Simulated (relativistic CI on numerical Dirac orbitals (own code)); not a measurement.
# Electric-dipole lines of Ru10+

Calculated at this level of theory: Dirac-Coulomb-Breit CI, separate exchange-only KLI orbitals for each configuration, model QED (radiative potential, 1s self-energy scaled to tabulated hydrogen-like ionisation energies), unscaled Slater integrals (own radial code, finite nucleus).

Configuration list (outside the closed core [Ar] 3d10): 4s²4p⁴, 4s4p⁵, 4p⁶, 4s²4p³4d, 4s4p⁴4d, 4s²4p³4f, 4s4p⁴4f, 4p⁵4d, 4s²4p³5s, 4s4p³4d², 4s²4p³5p, 4s²4p²4d4f, 4p⁵5s, 4p⁵4f, 4s²4p³5d, 4s4p⁴5s, 4s4p³4d5s, 4s4p⁴5p, 4s²4p³6s, 4s²4p²4f5s, 4s²4p³5f, 4s²4p³6p, 4s²4p³5g, 4s4p⁴5d, 4s²4p³6d, 4p⁴4d4f, 4s4p³5s², 4s²4p³7s, 4s²4p²4d², 4s²4p4d³, 4s4p²4d³, 4s²4p4d²4f, 4s4p²4d²4f, 4s²4p4d²5s, 4p⁴4d², 4p³4d³, 4p³4d²4f, 4p³4d²5s, 4s²4p²4f², 4s²4p4d4f², 4s4p²4d4f², 4s²4p4f³, 4s4p²4f³, 4s²4p4f²5s. Double excitations out of closed p, d and f shells are left out; levels of such configurations are missing from the list, as are those of other unlisted configurations, and high levels can miss mixing partners. These lack a partner that the ground configuration has and come out too high: 4s²4p³5p, 4s²4p³5d, 4s4p⁴5s, 4s4p⁴5p, 4s²4p³6s.

```csv
λ vac (nm),Lower,Upper,A (s⁻¹),log gf,S velocity/length
18.973,4s²4p³4d ³F°4 [23],4s²4p²4d² ³G5 [243],1.25e+11,0.87,0.92
19.136,4s4p⁵ ³P°2 [6],4s4p⁴4d ³D2 [100],1.11e+11,0.48,0.96
19.173,4s²4p³4d ³G°5 [24],4s²4p²4d² ³H6 [245],2.62e+11,1.27,0.91
19.249,4s4p⁵ ³P°2 [6],4s4p⁴4d ³D3 [98],2.44e+11,0.98,0.96
19.250,4s²4p³4d ³G°5 [24],4s²4p²4d² ³G5 [243],1.21e+11,0.87,0.91
19.292,4s²4p³4d ³G°3 [22],4s²4p²4d² ³G3 [229],1.38e+11,0.73,0.92
19.297,4s²4p³4d ³F°4 [23],4s²4p²4d² ¹G4 [232],1.34e+11,0.83,0.92
19.307,4s²4p⁴ ³P1 [3],4s²4p³4d ¹D°2 [45],6.35e+10,0.25,0.99
19.325,4s4p⁵ ³P°1 [7],4s4p⁴4d ³D2 [106],1.80e+11,0.70,0.96
19.363,4s²4p³4d ³F°4 [21],4s²4p²4d² ³G5 [226],1.83e+11,1.05,0.92
19.411,4s4p⁵ ¹P°1 [9],4s4p⁴4d ¹D2 [149],2.26e+11,0.81,0.95
19.416,4s²4p³4d ¹G°4 [25],4s²4p²4d² ³G4 [238],1.29e+11,0.82,0.91
19.421,4s²4p⁴ ³P2 [1],4s²4p³4d ³D°3 [40],2.14e+11,0.93,0.99
19.438,4s²4p³4d ¹F°3 [46],4s²4p²4d² ¹G4 [357],5.27e+11,1.43,0.91
19.438,4s²4p⁴ ³P0 [2],4s²4p³4d ³D°1 [44],1.11e+11,0.28,0.99
19.450,4s²4p³4d ⁵D°4 [14],4s²4p²4d² ⁵D3 [182],1.00e+11,0.60,0.93
19.459,4s²4p⁴ ¹D2 [4],4s²4p³4d ¹F°3 [46],2.73e+11,1.03,1.00
19.537,4s²4p³4d ¹G°4 [25],4s²4p²4d² ¹H5 [234],2.39e+11,1.18,0.92
19.581,4s²4p³4d ⁵D°4 [14],4s²4p²4d² ⁵D4 [177],1.10e+11,0.76,0.92
19.584,4s4p⁵ ³P°2 [6],4s4p⁴4d ³P2 [95],9.40e+10,0.43,0.96
19.587,4s²4p³4d ³D°3 [40],4s²4p²4d² ³F4 [303],4.21e+11,1.34,0.92
19.603,4s²4p³4d ⁵D°4 [14],4s²4p²4d² ³G5 [176],6.03e+10,0.58,0.92
19.618,4s²4p³4d ³P°2 [37],4s²4p²4d² ³D3 [294],2.88e+11,1.07,0.91
19.626,4s²4p³4d ³D°3 [33],4s²4p²4d² ³F4 [279],1.37e+11,0.85,0.91
19.735,4s²4p⁴ ³P1 [3],4s²4p³4d ³D°1 [44],1.24e+11,0.34,0.99
19.766,4s²4p⁴ ³P2 [1],4s²4p³4d ¹F°3 [39],3.51e+10,0.16,1.01
19.783,4s²4p³4d ³D°1 [44],4s²4p²4d² ³F2 [321],3.16e+11,0.97,0.92
19.844,4s²4p³4d ⁵D°3 [12],4s²4p²4d² ³G4 [167],7.83e+10,0.62,0.91
19.848,4s²4p³4d ¹F°3 [39],4s²4p²4d² ¹G4 [295],2.15e+11,1.06,0.92
19.859,4s4p⁵ ¹P°1 [9],4s4p⁴4d ¹P1 [144],1.62e+11,0.46,0.94
19.891,4s²4p³4d ³D°2 [43],4s²4p²4d² ¹F3 [306],3.47e+11,1.16,0.92
19.909,4s²4p³4d ³F°4 [34],4s²4p²4d² ³G5 [270],2.23e+11,1.16,0.93
19.913,4s²4p³4d ¹D°2 [45],4s²4p²4d² ³F3 [331],3.29e+11,1.14,0.92
19.985,4s²4p⁴ ¹D2 [4],4s²4p³4d ¹D°2 [45],1.37e+11,0.61,0.99
20.026,4s²4p⁴ ³P2 [1],4s²4p³4d ³P°2 [37],1.55e+11,0.67,0.99
20.061,4s²4p³4d ⁵D°2 [11],4s²4p³4f ⁵F3 [161],1.02e+11,0.64,0.91
20.067,4s²4p³4d ⁵D°1 [13],4s²4p³4f ⁵F2 [163],1.19e+11,0.56,0.91
20.070,4s²4p³4d ⁵D°4 [14],4s²4p²4d² ⁵F5 [165],1.34e+11,0.95,0.92
20.077,4s²4p⁴ ³P1 [3],4s²4p³4d ³D°2 [43],1.46e+11,0.64,0.99
20.149,4s²4p⁴ ³P2 [1],4s²4p³4d ³P°1 [36],1.38e+11,0.40,0.99
20.237,4s²4p³4d ⁵D°3 [12],4s²4p²4d² ⁵F4 [158],9.86e+10,0.74,0.91
20.297,4s²4p³4d ¹P°1 [47],4s²4p²4d² ¹D2 [366],3.60e+11,1.05,0.93
20.302,4s²4p³4d ⁵D°2 [11],4s²4p²4d² ³G3 [155],7.35e+10,0.50,0.92
20.339,4s²4p⁴ ¹S0 [5],4s²4p³4d ¹P°1 [47],2.06e+11,0.58,0.99
20.536,4s²4p³4d ³G°5 [24],4s²4p³4f ³G5 [214],8.70e+10,0.78,0.92
```

Terms are leading LS components. Brackets give the number of a level in order of energy, since labels repeat. The list gives strong lines, with weight on those to low levels, among the lowest 400 of 12885 levels, so that lines to higher ones, which can be the strongest, are missing. Levels whose partners in the same complex of configurations lie outside the list can be far off, and so can their lines. Rates are taken at the computed energies, electric ones in the length gauge. A velocity-to-length ratio far from 1 marks an uncertain rate.

At this charge energies of transitions that change n are usually good to better than 1 %, and those within a shell (Δn = 0) to a few per cent.

LS names give the leading component of a level, which can be under half, so a name can repeat, a term be missing and a line seem to break the LS rules.
